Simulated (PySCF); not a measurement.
Zn(iPr)(OH) (C3H8OZn), SMILES [OH][Zn][CH](C)C. Atoms are numbered in the order given.

```xyz
13

Zn    -0.0898     0.5133     0.4862
C     -0.2572    -0.6684    -1.0716
C     -0.5489    -2.1150    -0.6530
C      0.9698    -0.5818    -1.9878
H     -1.1322    -0.2895    -1.6314
H     -0.6828    -2.7650    -1.5390
H      0.2789    -2.5477    -0.0655
H     -1.4638    -2.2013    -0.0442
H      1.1564     0.4436    -2.3466
H      0.8441    -1.2233    -2.8812
H      1.8872    -0.9239    -1.4790
O      0.1448     1.4957     1.9620
H     -0.3348     2.3336     1.9782
```

Geometry optimised at B3LYP-D3(BJ)/def2-SVP. The structure was generated by enumeration; whether it is a known compound was not checked. Other conformers were not sampled.

Two levels are set side by side: PBE/pcSseg-1 (PySCF) and HF/pcSseg-1 (PySCF). GIAO shifts against H2O (¹⁷O), TMS (¹H), TMS (¹³C) at the same level; non-relativistic, no solvent, atoms listed together averaged. Differences are taken from unrounded values.

| quantity | PBE |
|---|---|
| δ(¹³C) of C2 (ppm) | 26.2 |
| δ(¹³C) of C3, C4 (ppm) | 26.9 |
| δ(¹H) of H5 (ppm) | 1.66 |
| δ(¹⁷O) of O12 (ppm) | 16.5 |
| δ(¹H) of H13 (ppm) | 0.66 |

Q: These are the PBE values. What does HF give? (An estimate is asked for; the answer gives what the named calculation found.)

A: 
```tsv
quantity	HF	PBE minus HF
δ(¹³C) of C2 (ppm)	5.8	20.4
δ(¹³C) of C3, C4 (ppm)	24.2	2.7
δ(¹H) of H5 (ppm)	0.55	1.10
δ(¹⁷O) of O12 (ppm)	-42.7	59.2
δ(¹H) of H13 (ppm)	0.07	0.59
```

Rough cost on one machine, each run with all the roots and properties that it gave: HF against PBE within a factor of 2.
